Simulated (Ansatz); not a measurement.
Input for Ansatz (an electronic-structure program): R-wB97M-V/def2-TZVPPD on CH7ISi (a complex), monomers drawn apart or pushed together. Elements past Kr take the def2 small-core potentials; no spin–orbit coupling. Files ending in .json are basis or fitting sets from the Basis Set Exchange.

Ansatz 0.2 input:
```yaml
crystal:
  periodic: [false, false, false]
  atoms:
    - {symbol: Si, position_ang: [0.20331064, -1.37407707, 1.33719304]}
    - {symbol: I, position_ang: [-0.54154177, 0.91006252, 0.81056812]}
    - {symbol: H, position_ang: [0.36378712, -2.10872982, 0.06698413]}
    - {symbol: H, position_ang: [-0.82273715, -2.01560807, 2.18061796]}
    - {symbol: H, position_ang: [1.48993111, -1.29052714, 2.05362554]}
    - {symbol: C, position_ang: [-0.02901996, -0.11183139, 4.59062314]}
    - {symbol: H, position_ang: [-0.88664054, -0.76758145, 4.44646334]}
    - {symbol: H, position_ang: [0.89028808, -0.68944916, 4.50228491]}
    - {symbol: H, position_ang: [-0.04173247, 0.67217801, 3.83504577]}
    - {symbol: H, position_ang: [-0.07977238, 0.33769494, 5.58125005]}
basis:
  gaussian:
    orbitals: def2-TZVPPD.json
hamiltonian:
  xc: {name: wB97M-V}
scf: {lower_state_search: off}
```

The log:

```
WARN ansatz: RAYON_NUM_THREADS=1 ignored (pool sized by the plan → 1); use --threads N
Functional definition: wB97M-V
these checks for a lower state are left out or cut short: stability, starts, cluster_reference, orbital_swaps, neighbouring_geometries, increment
integrals: 0.27 GiB planned
1340 factors; their error is unknown
integrals: 0.31 GiB planned
412 factors; integrals over basis functions are off by at most 4.1e-5 eV
mean field: 1.61 GiB planned
mean field evaluation 1: about -17126.2856 eV, gradient 3.5e1 eV
mean field evaluation 2: about -17127.7075 eV, gradient 2.4e1 eV
mean field evaluation 4: about -17129.0290 eV, gradient 6.9e-1 eV
mean field evaluation 8: about -17129.1619 eV, gradient 6.2e-1 eV
mean field evaluation 16: about -17129.1623 eV, gradient 3.1e-5 eV
mean field -17129.16232806 eV, -629.4851049930 hartree, gradient 1.5e-6 eV, S^2 0.000000; 0 other end points of the search recorded, 0 dependent functions left out
reference -17129.16239045 eV, -629.4851072857 hartree; 26, 26 occupied and 237, 237 virtual orbitals, 1340 factors
Total energy: -17129.16239045 eV, -629.4851072857 hartree
Checks for a lower state left out: stability, starts, cluster_reference, orbital_swaps, neighbouring_geometries, increment
```

The calculation finished and met its thresholds.

Cost: about 25 core-seconds (a rough figure).
